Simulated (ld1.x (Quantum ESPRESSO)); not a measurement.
**Cutoff test, vanadium (V), TM**

vanadium, norm-conserving Troullier–Martins (Kleinman–Bylander form), made with ld1.x (Quantum ESPRESSO) 7.5 (PBE, scalar-relativistic). Core [Ne], reference 3s2 3p6 3d3 4s2 4p0. Waves: 3s (bound): rc 1.15 bohr; 3p (bound): rc 1.00 bohr; 3d (bound): rc 1.35 bohr. Local part: the d channel. Core correction: none.

Occupied shells without a wave of their own: 4s. They enter only through the test configuration that unscreens the potential.

The pseudo-atom Hamiltonian at the reference potential is diagonalised in spherical Bessel functions j_l(qr) that vanish at 20 bohr, with q² up to the cutoff. All-electron valence levels (Ry): 3s -5.1622, 4s -0.3456, 3p -3.2370, 4p -0.1061, 3d -0.3796.

**Question.** How do the lowest levels (Ry) of each channel move with the cutoff, and are there ghosts?

**Answer.**

| cutoff (Ry) | s #1 | s #2 | s #3 | p #1 | p #2 | p #3 | d #1 | d #2 | f #1 | Σ f·Δε (mRy) |
| --- | --- | --- | --- | --- | --- | --- | --- | --- | --- | --- |
| 8 | -4.8521 | -0.3183 | 0.0053 | -1.6513 | -0.0416 | 0.0647 | 0.0426 | 0.1128 | 0.1065 | 11476.3 |
| 18 | -4.9746 | -0.3474 | 0.0016 | -2.8548 | -0.0881 | 0.0488 | 0.0362 | 0.0994 | 0.1065 | 3932.6 |
| 30 | -5.0514 | -0.3484 | 0.0015 | -3.1960 | -0.1031 | 0.0452 | 0.0163 | 0.0788 | 0.1065 | 1670.7 |
| 50 | -5.1475 | -0.3493 | 0.0014 | -3.2286 | -0.1050 | 0.0448 | -0.1781 | 0.0558 | 0.1065 | 697.6 |
| 70 | -5.1525 | -0.3512 | 0.0011 | -3.2315 | -0.1050 | 0.0448 | -0.3257 | 0.0532 | 0.1065 | 223.5 |
| 110 | -5.1602 | -0.3556 | 0.0006 | -3.2367 | -0.1050 | 0.0448 | -0.3788 | 0.0526 | 0.1065 | 9.1 |
| 160 | -5.1618 | -0.3558 | 0.0005 | -3.2369 | -0.1050 | 0.0448 | -0.3795 | 0.0526 | 0.1065 | 2.2 |
| 260 | -5.1622 | -0.3559 | 0.0005 | -3.2370 | -0.1050 | 0.0448 | -0.3796 | 0.0526 | 0.1065 | 0.1 |
| 400 | -5.1622 | -0.3559 | 0.0005 | -3.2370 | -0.1050 | 0.0448 | -0.3796 | 0.0526 | 0.1065 | 0.0 |

Result: no extra level below or beside the all-electron valence levels (s, p, d, f tested); 10 mRy is reached at 110 Ry and 1 mRy at 200 Ry.

Its largest configuration-test error is -873 meV.
